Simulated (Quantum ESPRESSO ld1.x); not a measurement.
Values are calculated unless marked as measured or tabulated.
Question: This ld1.x (Quantum ESPRESSO 7.5) run is given with its output. Can the result be used, and if not, why?

```
 &input
    zed=4.0,
    iswitch=1,
    rel=0,
    lsd=1,
    dft='PZ',
    config='[He] 2s2 2p1',
    prefix='ld1',
    max_out_wfc=37,
    file_charge='ld1.rho',
 /
```

```
     Program LD1 v.7.5 starts

     Message from routine scf:
     warning: at least one error in KS equations
     --------------------------- All-electron run ----------------------------

     atomic number is  4.00
     dft =PZ   lsd =1 sic =0 latt =0  beta=0.20 tr2=1.0E-14
     Exchange-correlation= PZ
                           (   1   1   0   0   0   0   0)
     mesh =1625 r(mesh) = 100.05356 a.u. xmin = -7.00 dx = 0.00800
     1 Ry =  13.60569312 eV

     n l     nl                  e(Ry)          e(Ha)          e(eV)
     1 0     1S 1( 1.00)        -6.7585        -3.3792       -91.9536
     2 0     2S 1( 1.00)        -0.0000        -0.0000        -0.0000
     2 1     2P 1( 1.00)        -0.0000        -0.0000        -0.0000
     1 0     1S 2( 1.00)        -6.7264        -3.3632       -91.5178
     2 0     2S 2( 1.00)        -0.0000        -0.0000        -0.0000
     2 1     2P 2( 0.00)        -0.0000        -0.0000        -0.0000

     final scf error:  3.6E-15 reached in  38 iterations

     Etot =     -29.636254 Ry,     -14.818127 Ha,    -403.221772 eV
     Total magnetization:    1.00 Bohr mag.

     Ekin =      28.316325 Ry,      14.158163 Ha,     385.263232 eV
     Encl =     -70.286831 Ry,     -35.143415 Ha,    -956.301049 eV
     Eh   =      17.903103 Ry,       8.951551 Ha,     243.584120 eV
     Exc  =      -5.568851 Ry,      -2.784425 Ha,     -75.768076 eV
```

Answer: No. The residual met the threshold, but the solution is spurious: in the last iteration no bound solution was found for 2p up, 2s down, 2s up (the eigenvalue is printed as zero or positive). The species is Be- with 5 electrons. In a local or semilocal functional the extra electron of a negative ion sees its own charge, the potential lacks the -1/r tail, and the highest level tends to rise to zero. The printed total energy is meaningless.
